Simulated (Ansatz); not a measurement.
A short molecular-dynamics run on `N#CCC(F)(F)F`.

```yaml
crystal:
  periodic: [false, false, false]
  atoms:
    - {symbol: N, position_ang: [0.985754, -2.457943, -0.117249]}
    - {symbol: C, position_ang: [0.509488, -1.461391, 0.195004]}
    - {symbol: C, position_ang: [-0.095237, -0.208511, 0.607456]}
    - {symbol: C, position_ang: [-0.149929, 0.813226, -0.515331]}
    - {symbol: F, position_ang: [-0.871610, 0.374430, -1.544531]}
    - {symbol: F, position_ang: [-0.716126, 1.936090, -0.064001]}
    - {symbol: F, position_ang: [1.066585, 1.117794, -0.962486]}
    - {symbol: H, position_ang: [-1.115982, -0.385416, 0.952933]}
    - {symbol: H, position_ang: [0.475558, 0.225320, 1.431204]}
basis:
  gaussian: {orbitals: "6-31G*"}
magnetization: {spin_polarized: true, initial_magnetization: 0}
hamiltonian: {xc: {name: PBE}, dispersion: d3bjatm}
md: {timestep: 2 fs, n_steps: 20, ensemble: nvt_langevin, temperature: 300, initial_velocities: maxwell_boltzmann, friction: 0.01, seed: 392}
```

```sh
$ ansatz run in.yaml --threads 2 --pin off --events-out ev --progress --plain --max-ram 32768MiB --backend cpu
```

| step | time (fs) | potential energy (eV) | kinetic (eV) | T (K) | conserved (eV) |
| --- | --- | --- | --- | --- | --- |
| 0 | 0.0 | -12770.4237 | 0.3102 | 267 | – |
| 1 | 2.0 | -12770.2822 | 0.2506 | 215 | – |
| 2 | 4.0 | -12770.2998 | 0.2449 | 211 | – |
| 3 | 6.0 | -12770.3685 | 0.3054 | 263 | – |
| 4 | 8.0 | -12770.2194 | 0.1924 | 165 | – |
| 5 | 10.0 | -12770.2065 | 0.1799 | 155 | – |
| 6 | 12.0 | -12770.3099 | 0.2750 | 236 | – |
| 7 | 14.0 | -12770.3504 | 0.2734 | 235 | – |
| 8 | 16.0 | -12770.2940 | 0.2419 | 208 | – |
| 9 | 18.0 | -12770.2229 | 0.1914 | 165 | – |
| 10 | 20.0 | -12770.3079 | 0.2945 | 253 | – |
| 11 | 22.0 | -12770.2567 | 0.2454 | 211 | – |
| 12 | 24.0 | -12770.1310 | 0.1796 | 154 | – |
| 13 | 26.0 | -12770.2424 | 0.2897 | 249 | – |
| 14 | 28.0 | -12770.3468 | 0.3822 | 328 | – |
| 15 | 30.0 | -12770.2231 | 0.2484 | 214 | – |
| 16 | 32.0 | -12770.2463 | 0.2866 | 246 | – |
| 17 | 34.0 | -12770.3279 | 0.3009 | 259 | – |
| 18 | 36.0 | -12770.3381 | 0.3022 | 260 | – |
| 19 | 38.0 | -12770.3166 | 0.2568 | 221 | – |
| 20 | 40.0 | -12770.3019 | 0.2338 | 201 | – |

Velocities are drawn at the set temperature; a run this short doesn't reach equilibrium.

Frames (Å, forces in eV/Å):

```xyz
9
time=0.0 fs
N     0.986   -2.458   -0.117    1.246   -2.592   -0.836
C     0.509   -1.461    0.195   -1.083    2.236    0.750
C    -0.095   -0.209    0.607    0.056   -0.121   -0.030
C    -0.150    0.813   -0.515   -0.008   -0.207    0.291
F    -0.872    0.374   -1.545   -0.603   -0.477   -0.798
F    -0.716    1.936   -0.064   -0.484    0.900    0.462
F     1.067    1.118   -0.962    1.055    0.159   -0.301
H    -1.116   -0.385    0.953   -0.338   -0.044    0.157
H     0.476    0.225    1.431    0.159    0.147    0.306
9
time=2.0 fs
N     0.978   -2.464   -0.116    2.398   -5.135   -1.629
C     0.527   -1.478    0.195   -2.629    5.651    1.879
C    -0.101   -0.202    0.598   -0.567   -0.602    1.320
C    -0.150    0.811   -0.518   -0.335    0.146    0.488
F    -0.864    0.375   -1.545   -0.843   -0.498   -1.035
F    -0.716    1.947   -0.059   -0.349    0.513    0.290
F     1.059    1.115   -0.962    1.389    0.249   -0.360
H    -1.162   -0.395    0.978    1.043    0.156   -0.511
H     0.437    0.288    1.453   -0.107   -0.480   -0.441
9
time=4.0 fs
N     0.977   -2.482   -0.119    1.497   -3.216   -1.022
C     0.536   -1.477    0.201   -1.862    4.041    1.398
C    -0.110   -0.196    0.593   -0.312   -0.575    1.768
C    -0.152    0.813   -0.520   -0.527    0.366    0.573
F    -0.857    0.375   -1.547   -1.020   -0.461   -1.171
F    -0.717    1.959   -0.054   -0.245    0.205    0.116
F     1.054    1.113   -0.963    1.562    0.319   -0.358
H    -1.167   -0.398    0.982    1.007    0.150   -0.622
H     0.398    0.341    1.457   -0.100   -0.829   -0.682
9
time=6.0 fs
N     0.978   -2.509   -0.125   -0.386    1.182    0.392
C     0.536   -1.464    0.213    0.097   -0.511   -0.059
C    -0.121   -0.192    0.594    0.928   -0.171    0.863
C    -0.156    0.818   -0.521   -0.412    0.404    0.475
F    -0.852    0.376   -1.552   -1.082   -0.353   -1.111
F    -0.716    1.972   -0.050   -0.188   -0.021   -0.027
F     1.054    1.113   -0.965    1.439    0.326   -0.250
H    -1.126   -0.387    0.956   -0.631   -0.183   -0.064
H     0.360    0.362    1.438    0.234   -0.673   -0.220
9
time=8.0 fs
N     0.977   -2.532   -0.129   -1.616    4.300    1.416
C     0.535   -1.450    0.223    1.403   -3.891   -1.163
C    -0.131   -0.191    0.600    1.504   -0.097   -0.544
C    -0.160    0.824   -0.519   -0.210    0.371    0.160
F    -0.849    0.376   -1.560   -0.982   -0.182   -0.807
F    -0.715    1.984   -0.046   -0.130   -0.233   -0.145
F     1.058    1.114   -0.967    1.113    0.277   -0.066
H    -1.112   -0.378    0.928   -1.858   -0.468    0.373
H     0.326    0.354    1.413    0.775   -0.078    0.777
9
time=10.0 fs
N     0.971   -2.545   -0.130   -1.879    5.190    1.729
C     0.537   -1.448    0.230    1.538   -4.788   -1.521
C    -0.136   -0.192    0.604   -0.197   -0.543   -0.682
C    -0.163    0.830   -0.517   -0.009    0.317   -0.105
F    -0.848    0.377   -1.571   -0.795    0.002   -0.422
F    -0.715    1.994   -0.042   -0.054   -0.435   -0.266
F     1.065    1.117   -0.968    0.723    0.216    0.101
H    -1.170   -0.378    0.920   -0.202   -0.206   -0.052
H     0.323    0.332    1.409    0.874    0.247    1.218
9
time=12.0 fs
N     0.960   -2.546   -0.129   -1.265    3.809    1.318
C     0.542   -1.464    0.232    0.612   -3.048   -1.117
C    -0.141   -0.195    0.606   -0.532   -0.374    0.377
C    -0.166    0.837   -0.518    0.322    0.161   -0.140
F    -0.847    0.378   -1.581   -0.624    0.176   -0.093
F    -0.716    2.002   -0.038    0.003   -0.596   -0.393
F     1.075    1.121   -0.969    0.286    0.154    0.236
H    -1.227   -0.383    0.914    1.166    0.014   -0.287
H     0.361    0.315    1.448    0.030   -0.297    0.100
9
time=14.0 fs
N     0.946   -2.537   -0.125    0.091    0.388    0.218
C     0.545   -1.491    0.230   -1.073    0.861   -0.024
C    -0.146   -0.200    0.608    0.235   -0.381    0.791
C    -0.171    0.846   -0.519    0.732   -0.132   -0.093
F    -0.846    0.379   -1.591   -0.482    0.338    0.193
F    -0.717    2.008   -0.035    0.009   -0.662   -0.486
F     1.083    1.127   -0.970   -0.137    0.097    0.352
H    -1.235   -0.388    0.906    1.232    0.018   -0.207
H     0.401    0.279    1.486   -0.608   -0.526   -0.745
9
time=16.0 fs
N     0.931   -2.529   -0.122    1.503   -3.263   -1.005
C     0.545   -1.512    0.228   -2.654    4.747    1.113
C    -0.150   -0.207    0.614    1.391   -0.635   -0.080
C    -0.173    0.855   -0.520    1.001   -0.530   -0.080
F    -0.847    0.381   -1.602   -0.332    0.477    0.499
F    -0.715    2.011   -0.033   -0.025   -0.621   -0.512
F     1.090    1.132   -0.972   -0.425    0.056    0.442
H    -1.195   -0.395    0.901    0.040   -0.163    0.113
H     0.415    0.211    1.491   -0.499   -0.069   -0.491
9
time=18.0 fs
N     0.922   -2.530   -0.121    1.669   -3.689   -1.142
C     0.535   -1.517    0.230   -2.687    4.931    1.025
C    -0.148   -0.216    0.619    2.220   -0.734   -1.556
C    -0.172    0.863   -0.521    1.073   -0.864   -0.096
F    -0.847    0.386   -1.611   -0.174    0.565    0.785
F    -0.713    2.013   -0.034   -0.045   -0.553   -0.489
F     1.095    1.136   -0.974   -0.582    0.036    0.497
H    -1.146   -0.412    0.900   -1.601   -0.376    0.502
H     0.412    0.131    1.479    0.127    0.684    0.474
9
time=20.0 fs
N     0.917   -2.540   -0.124    0.376   -0.406    0.004
C     0.515   -1.504    0.235   -0.920    0.889   -0.480
C    -0.137   -0.225    0.617    0.930   -0.484   -1.414
C    -0.168    0.868   -0.522    1.023   -0.979   -0.121
F    -0.849    0.393   -1.619   -0.025    0.601    1.011
F    -0.710    2.015   -0.036   -0.038   -0.548   -0.462
F     1.100    1.139   -0.976   -0.648    0.020    0.504
H    -1.147   -0.444    0.909   -0.949   -0.079    0.279
H     0.420    0.077    1.487    0.250    0.987    0.679
9
time=22.0 fs
N     0.915   -2.552   -0.128   -0.932    2.743    1.074
C     0.491   -1.488    0.237    1.043   -3.270   -1.897
C    -0.123   -0.236    0.612   -0.787    0.275    0.213
C    -0.162    0.869   -0.525    0.796   -0.922   -0.191
F    -0.851    0.401   -1.628    0.119    0.592    1.201
F    -0.705    2.015   -0.039   -0.002   -0.610   -0.428
F     1.103    1.141   -0.979   -0.605   -0.004    0.486
H    -1.183   -0.483    0.925    0.697    0.474   -0.210
H     0.443    0.061    1.520   -0.330    0.722   -0.247
9
time=24.0 fs
N     0.912   -2.555   -0.129   -1.517    3.889    1.428
C     0.469   -1.481    0.236    2.203   -5.192   -2.432
C    -0.111   -0.245    0.608   -1.527    1.142    1.207
C    -0.152    0.866   -0.527    0.417   -0.784   -0.274
F    -0.853    0.410   -1.634    0.246    0.520    1.315
F    -0.699    2.014   -0.044    0.050   -0.671   -0.354
F     1.104    1.143   -0.983   -0.438   -0.030    0.445
H    -1.193   -0.507    0.930    1.229    0.745   -0.381
H     0.450    0.073    1.548   -0.662    0.382   -0.955
9
time=26.0 fs
N     0.909   -2.548   -0.126   -1.208    2.806    1.024
C     0.453   -1.491    0.227    2.144   -4.208   -1.950
C    -0.103   -0.250    0.607   -1.355    1.495    0.769
C    -0.139    0.861   -0.531   -0.020   -0.607   -0.284
F    -0.857    0.421   -1.636    0.343    0.395    1.316
F    -0.692    2.012   -0.050    0.111   -0.720   -0.260
F     1.104    1.143   -0.989   -0.189   -0.054    0.367
H    -1.162   -0.500    0.916    0.544    0.635   -0.208
H     0.429    0.094    1.541   -0.370    0.259   -0.774
9
time=28.0 fs
N     0.903   -2.532   -0.121    0.214   -0.670   -0.166
C     0.444   -1.513    0.213    0.614   -0.107   -0.405
C    -0.098   -0.251    0.608   -0.455    1.097   -1.087
C    -0.127    0.853   -0.537   -0.424   -0.415   -0.210
F    -0.862    0.433   -1.636    0.410    0.232    1.203
F    -0.684    2.008   -0.056    0.158   -0.733   -0.154
F     1.105    1.144   -0.994    0.066   -0.091    0.257
H    -1.114   -0.468    0.896   -1.035    0.245    0.211
H     0.395    0.125    1.496    0.452    0.440    0.351
9
time=30.0 fs
N     0.899   -2.518   -0.115    2.144   -4.925   -1.558
C     0.437   -1.536    0.199   -1.518    4.869    1.414
C    -0.096   -0.249    0.607   -0.242    0.479   -2.294
C    -0.118    0.843   -0.543   -0.764   -0.210   -0.157
F    -0.867    0.443   -1.634    0.437    0.057    1.009
F    -0.677    2.001   -0.062    0.171   -0.675   -0.029
F     1.106    1.144   -0.999    0.302   -0.137    0.141
H    -1.105   -0.432    0.886   -1.506    0.061    0.362
H     0.380    0.173    1.454    0.975    0.482    1.113
9
time=32.0 fs
N     0.900   -2.516   -0.111    2.628   -5.857   -1.828
C     0.425   -1.543    0.188   -2.100    6.063    1.939
C    -0.096   -0.246    0.599   -0.843    0.780   -0.969
C    -0.109    0.834   -0.549   -1.005   -0.020   -0.102
F    -0.870    0.452   -1.629    0.395   -0.123    0.728
F    -0.669    1.991   -0.068    0.143   -0.502    0.105
F     1.107    1.142   -1.003    0.522   -0.171    0.034
H    -1.149   -0.395    0.892   -0.083    0.163    0.031
H     0.401    0.235    1.454    0.343   -0.333    0.063
9
time=34.0 fs
N     0.907   -2.529   -0.111    0.902   -2.280   -0.727
C     0.410   -1.532    0.183   -0.342    2.207    0.876
C    -0.099   -0.240    0.587   -1.188    1.480    0.472
C    -0.102    0.826   -0.557   -1.158    0.261   -0.010
F    -0.871    0.459   -1.625    0.318   -0.297    0.417
F    -0.659    1.981   -0.074    0.088   -0.284    0.217
F     1.110    1.140   -1.008    0.709   -0.217   -0.068
H    -1.191   -0.352    0.900    1.001    0.148   -0.247
H     0.433    0.280    1.463   -0.330   -1.017   -0.931
9
time=36.0 fs
N     0.915   -2.548   -0.114   -1.128    1.843    0.444
C     0.396   -1.514    0.178    1.710   -2.333   -0.347
C    -0.107   -0.230    0.576   -0.957    1.646    0.687
C    -0.096    0.820   -0.563   -1.197    0.561    0.006
F    -0.872    0.465   -1.622    0.233   -0.437    0.146
F    -0.649    1.973   -0.080    0.014   -0.039    0.315
F     1.113    1.138   -1.014    0.815   -0.275   -0.127
H    -1.194   -0.305    0.898    0.874   -0.008   -0.234
H     0.443    0.282    1.445   -0.366   -0.959   -0.892
9
time=38.0 fs
N     0.919   -2.562   -0.116   -2.055    3.784    0.940
C     0.390   -1.505    0.171    2.407   -4.190   -0.809
C    -0.121   -0.215    0.567   -0.027    0.771   -0.331
C    -0.094    0.818   -0.569   -1.013    0.766   -0.002
F    -0.872    0.470   -1.617    0.086   -0.560   -0.163
F    -0.639    1.968   -0.085   -0.102    0.290    0.420
F     1.116    1.135   -1.021    0.821   -0.341   -0.136
H    -1.168   -0.261    0.886   -0.277   -0.204    0.080
H     0.437    0.249    1.401    0.160   -0.316    0.002
9
time=40.0 fs
N     0.920   -2.565   -0.117   -1.785    3.351    0.794
C     0.394   -1.511    0.159    1.647   -3.129   -0.531
C    -0.136   -0.198    0.558    0.779   -0.720   -1.419
C    -0.095    0.817   -0.575   -0.632    0.915    0.061
F    -0.871    0.474   -1.613   -0.121   -0.675   -0.513
F    -0.629    1.963   -0.090   -0.245    0.653    0.512
F     1.119    1.134   -1.028    0.753   -0.411   -0.121
H    -1.155   -0.226    0.879   -1.147   -0.352    0.313
H     0.435    0.201    1.368    0.751    0.370    0.903
```

Run time 50 s (2 threads of an AMD EPYC 7R13 on a shared host); peak host memory 0.2 GiB.
